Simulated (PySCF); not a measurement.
Atoms are numbered as in `[CH3:1][C@H:2]1[CH2:3][P@@:4](=[O:5])([N:6]([SiH3:7])[SiH3:8])[CH2:9]1`. Hydrogens are named by the atom that carries them. Ha(C3), Ha(C9) are cis to C1 on the ring; Hb(C3), Hb(C9) are trans to C1 on the ring.

[PySCF 2.14: GIAO PBE0/pcSseg-1 shieldings; GFN2-xTB structure; no solvent model; a single conformation; one averaged value for each set of equivalent atoms; relativity neglected]

Referencing at the same level of theory: ¹³C (186.93 ppm) and ¹H (31.72 ppm) and ²⁹Si (349.16 ppm) against TMS; ³¹P (318.38 ppm) vs H3PO4; H2O for ¹⁷O (336.08 ppm); ¹⁵N (267.73 ppm) against NH3.

| atoms | nucleus | count | Hirshfeld charge | δ (ppm) |
| --- | --- | --- | --- | --- |
| C3/C9 | ¹³C | 2 | -0.12 | ? |
| H(C2) | ¹H | 1 | 0.05 | 2.50 |
| H(Si7)/H(Si8) | ¹H | 6 | -0.07 | 4.64 |
| H(C1) | ¹H | 3 | 0.04 | ? |
| O5 | ¹⁷O | 1 | -0.40 | 164.9 |
| P4 | ³¹P | 1 | 0.44 | 11.1 |
| Ha(C3)/Ha(C9) | ¹H | 2 | 0.04 | 2.07 |
| Hb(C3)/Hb(C9) | ¹H | 2 | 0.05 | 2.64 |
| C1 | ¹³C | 1 | -0.12 | 25.6 |
| N6 | ¹⁵N | 1 | -0.30 | 68.9 |
| Si7/Si8 | ²⁹Si | 2 | 0.35 | ? |
| C2 | ¹³C | 1 | -0.01 | ? |

Task: Estimate the values marked ?.

Result: 
- C3/C9: 50.8 ppm, sp3 CH2 bonded to P
- C2: 24.6 ppm, sp3 CH in a ring; saturated and bonded to C and H only
- H(C1): 1.28 ppm, hydrogen on a methyl carbon; far from electronegative atoms and π systems
- Si7/Si8: -57.1 ppm, silicon bonded to N, 3 H

Shifts are as computed. Against solution values, carbons near 30 ppm lie about +3 ppm off and those near 130 ppm about +5 ppm. Of 1211 compounds with measured shifts, 218 miss one by over three times the rms of a fit or turn the order of signals round; such compounds aren't used in these exercises. Experimental scales use liquid or dissolved standards, which lie at an offset from isolated NH3 (liquid NH3: subtract about 20 ppm) and H2O (liquid H2O: subtract about 36 ppm) and H3PO4.
